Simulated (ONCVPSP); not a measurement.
# Gd, ONCV: configuration errors across variants

gadolinium, optimised norm-conserving Vanderbilt (ONCV), made with ONCVPSP 4.0.1 (LDA (Perdew-Zunger), scalar-relativistic). Core [Kr] 4d10 4f7, reference 5s2 5p6 5d1 6s1 (charge +1). Waves: 5s+6s: rc 2.40 bohr, ncon 4, nbas 8, qcut 6.3 1/bohr, 2 projectors; 5p: rc 2.30 bohr, ncon 3, nbas 7, qcut 7 1/bohr, 3 projectors, debl 1.7 Ha; 5d: rc 3.70 bohr, ncon 4, nbas 9, qcut 4.1 1/bohr, 2 projectors, debl 2.7 Ha. Local part: polynomial inside 2.20 bohr (lpopt 5, dvloc0 0 Ha). Core correction: Teter function, fcfact 4.75, rcfact 1.2.

All-electron excitation energies from the reference (eV): (1) 5s2 5p6 5d1 6s2 -6.856; (2) 5s2 5p6 5d1 6s0 12.377; (3) 5s2 5p6 5d0 6s0 32.423; (4) 5s2 5p5 5d1 6s2 25.591.

Errors AE − PS in meV (a dash: test not solved or not reliable):

```csv
change,(1),(2),(3),(4),bound ghosts,GHOST(+) flags above zero
base,+1.9,-2.2,+59,-174,none,none
"core correction Teter function, fcfact 4.75, rcfact 1",+2.0,-2.1,+60,-165,none,none
"core correction Teter function, fcfact 4.75, rcfact 1.08",+2.0,-2.1,+60,-168,none,none
"core correction Teter function, fcfact 4.75, rcfact 1.22",+2.0,-2.2,+59,-175,none,none
"core correction Teter function, fcfact 4.75, rcfact 1.42",+1.8,-2.6,+53,-191,none,none
"core correction Teter function, fcfact 4.75, rcfact 1.54",+1.7,-3.0,+41,-202,none,none
"core correction Teter function, fcfact 4.75, rcfact 1.68",+1.2,-4.7,+10,-215,none,none
"core correction Teter function, fcfact 4.75, rcfact 1.78",+0.5,-7.7,-27,-224,none,none
"core correction Teter function, fcfact 4.75, rcfact 1.92",-1.9,-17,-107,-236,none,none
"core correction Teter function, fcfact 4.75, rcfact 2.02",-5.1,-28,-183,-245,none,none
```

(1) Give the same row for: core correction Teter function, fcfact 4.75, rcfact 1.28.

Answers

(1) +1.9, -2.3, +58, -180; bound ghosts: none; GHOST(+) flags above zero: none.
